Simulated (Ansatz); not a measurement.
`ClB1CC1Cl` → `C=CB(Cl)Cl`  (isomerisation)

Program: Ansatz. Geometries: PBE0-D4/def2-TZVP. ΔE: electronic, gas phase. CCSD(T)/CBS adds triple-zeta CCSD(T) − MP2 to the extrapolated MP2 energy (def2 sets, frozen cores). Functionals use def2-TZVPP. Each species was taken in one conformer, which may not be the lowest.

Question: Is it downhill or uphill in electronic energy at CCSD(T)/CBS, and by how much? (Best estimate.)

Answer: Ansatz gave: Downhill: ΔE = -222.5 kJ/mol.

Question: What do these levels give: LDA (SPW92), PBE, r2SCAN, PBE0, SCS-MP2/def2-TZVPP, CCSD(T)/def2-TZVPP? (An estimate is asked.)

Answer: Computed: LDA (SPW92) -187.0, PBE -200.2, r2SCAN -210.7, PBE0 -200.9, SCS-MP2/def2-TZVPP -225.0, CCSD(T)/def2-TZVPP -224.7 kJ/mol.

Largest T1 diagnostic among the species: 0.012.

Leaving LDA and LC-ωPBE aside and taking each functional with its dispersion term where it has one, the values, not all of them listed here, spread over 23.3 kJ/mol, from BHLYP-D4 to PBE-D4. LDA lies +13.2 kJ/mol from PBE without D4. In def2-TZVPP, CCSD(T) changes the Hartree–Fock value by +14.2 kJ/mol (the triples alone add −1.4 kJ/mol) and MP2 by +17.4 kJ/mol.
